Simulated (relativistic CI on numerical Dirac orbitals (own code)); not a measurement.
# From line strength to rate: Ne I 735.90 Å (vacuum)

Problem. For 2p6 1S_0 – 2p5 3s 1P°_1 of Ne I a semi-empirical relativistic CI calculation gives the line strength S = 0.3386 e²a₀² in the length gauge. The measured levels are 0.00 and 135888.72 cm⁻¹ (NIST Handbook). Find gf, f, A and the partial lifetime.

Working.
1. σ = 135888.72 − 0.00 = 135888.72 cm⁻¹, so the vacuum wavelength is 10⁸/σ = 735.90 Å.
2. gf = 303.756 S/λ(Å) = 0.1398, log gf = -0.855; with g = 1 for the lower level, f = 0.14.
3. A = 2.02613 × 10¹⁸ S/(g_u λ³) with g_u = 3: A = 5.74 × 10^8 s⁻¹.
4. The partial lifetime for this S is 1/A = 1.74 ns; in the calculation this line carries 100 % of the decay of the upper level.

Check. The Handbook lists A = 6.12 × 10^8 s⁻¹, a tabulated value with its own uncertainty (a few per cent for the best lines, 25 % or more for others); ours lies 6 % below it. The velocity form of the same calculation gives S = 0.315, and the gap between the two forms is a rough gauge of the error in S. With the computed energy (135653 cm⁻¹) in place of the measured one the rate would change by the factor (σ_calc/σ)³ = 0.99.
